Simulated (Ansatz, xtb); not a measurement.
Relative energy of two structures of H3In2N

We compare a, `[In][NH][InH2]`, a singlet, with b, a singlet given by its coordinates. Both are isolated molecules in the gas phase, relaxed with BLYP-D3(BJ)/def2-SVP; the shapes shown needn't be the lowest conformers.

a (Å):

```xyz
6

In    0.9055    0.4334   -0.6838
In   -0.3728   -1.5710    2.3124
N    -0.5667   -0.3158    0.5783
H    -1.5100   -0.0090    0.2827
H     2.5308   -0.0436   -0.2482
H     0.4263    1.4425   -2.0287
```

b (Å):

```csv
atom,x (Å),y (Å),z (Å)
In,-1.0325,-0.8787,-1.4960
In,0.1918,1.8420,0.4717
N,0.5888,-0.5020,0.2201
H,-1.1965,1.2417,-1.0804
H,1.5575,-0.7401,-0.0535
H,0.4328,-1.0543,1.0807
```

Close contacts (Å): In1–In2 3.57, In1–N3 2.39, In2–N3 2.39, In1–H4 2.17, In2–H4 2.17, N3–H5 1.03, N3–H6 1.03.

**Question.** Estimate E(b) − E(a) at the level CCSD(T)/def2-TZVP.

**Answer.** Calculated at CCSD(T)/def2-TZVP: E(b) − E(a) = −78.5 kJ/mol, so structure b lies lower.

How the difference moves with the method:

```
               level              geometry  E(b) − E(a) (kJ/mol)  departure from the last row (kJ/mol)  job, with rough time for the two
BLYP-D3(BJ)/def2-SVP  BLYP-D3(BJ)/def2-SVP                  −129.1                                 −50.6                optimisation, 77 s
        HF/def2-TZVP  BLYP-D3(BJ)/def2-SVP                   −82.3                                  −3.8           part of the CCSD(T) run
       MP2/def2-TZVP  BLYP-D3(BJ)/def2-SVP                   −76.6                                  +1.9           part of the CCSD(T) run
   CCSD(T)/def2-TZVP  BLYP-D3(BJ)/def2-SVP                   −78.5                                                   single point, 7.1 min
```

The levels shown agree on the order. The largest departure from CCSD(T)/def2-TZVP is that of BLYP-D3(BJ)/def2-SVP, 50.6 kJ/mol. Levels run at GFN2-xTB geometries aren't shown.

With harmonic frequencies from BLYP-D3(BJ)/def2-SVP (ideal gas, rigid rotor, one conformer each, 298.15 K, 1 atm): the zero-point term adds +9.8 kJ/mol; ΔH is −69.1 and ΔG −66.0 kJ/mol.

The correlated steps freeze 9 core orbitals; the filled d shell of In is correlated, in a basis made for valence electrons. Atoms past krypton carry core potentials in the def2 sets and no spin–orbit term is included. Programs: Ansatz 0.2.0; the last row on 1 thread of AMD EPYC (Zen 3) on a shared host.
